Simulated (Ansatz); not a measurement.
The first iterations of a band of CH6OSi + FH + FH (13 atoms, charge 0, multiplicity 1).

These are results of RKS PBE0-D4/def2-SVP (Ansatz), not measurements.

```
movable images  : 3
climbing image  : yes
spring          : 5.0 eV/Å²
optimiser       : quadratic models (default)
start path      : through a guess of the saddle point
force threshold : 0.05 eV/Å
iteration limit : 60
end points      : relaxed
```

First end point:

```xyz
13
Properties=species:S:1:pos:R:3
Si -0.785 -0.173 -0.836
C 0.976 -0.665 -1.196
H -1.738 -0.458 -1.942
H -1.253 -1.062 0.316
O -0.948 1.416 -0.416
H 0.485 0.864 2.016
F 0.992 1.468 1.495
H -0.950 -0.596 1.686
F -0.553 -0.257 2.477
H 1.613 -0.364 -0.349
H 1.074 -1.752 -1.345
H 1.347 -0.154 -2.098
H -0.260 1.733 0.192
```

Last end point:

```xyz
13
Properties=species:S:1:pos:R:3
Si -1.559 0.882 0.055
C 1.676 -1.003 -0.643
H -1.898 -0.546 -0.096
H -2.675 1.741 0.532
O -0.938 1.404 -1.375
H -0.037 -0.457 2.067
F -0.411 1.006 1.232
H 1.130 -1.231 0.282
F -0.124 -1.357 2.285
H 2.614 -0.488 -0.394
H 1.904 -1.939 -1.171
H 1.068 -0.356 -1.290
H -0.751 2.342 -1.485
```

| iteration | highest image above the first end (eV) | largest band force component (eV/Å) |
| --- | --- | --- |
| 1 | 2.286 | 5.932 |
| 2 | 1.685 | 3.111 |
| 3 | 1.623 | 1.915 |
| 4 | 1.583 | 0.581 |
| 5 | 1.577 | 2.233 |

Question: Does the band converge within its limit, and where does its top end?

Answer: The forces met the threshold. It ended after 15 iterations with the highest image 1.519 eV above the first end. Neighbouring images differ by up to 2.4 eV, so the band resolves the path poorly. Another band between the same ends (7 images) ends at a top of the same energy, where a vibrational analysis finds 1 clearly imaginary mode. So few images can step over the top or miss a turn of the path. The orbitals stay closed-shell, which can raise the energy where a bond breaks towards radicals; this wasn't checked here.

The run took 92 s on 2 threads of AMD EPYC 9R14 (Zen 4), on a shared host, peak memory 0.29 GiB.
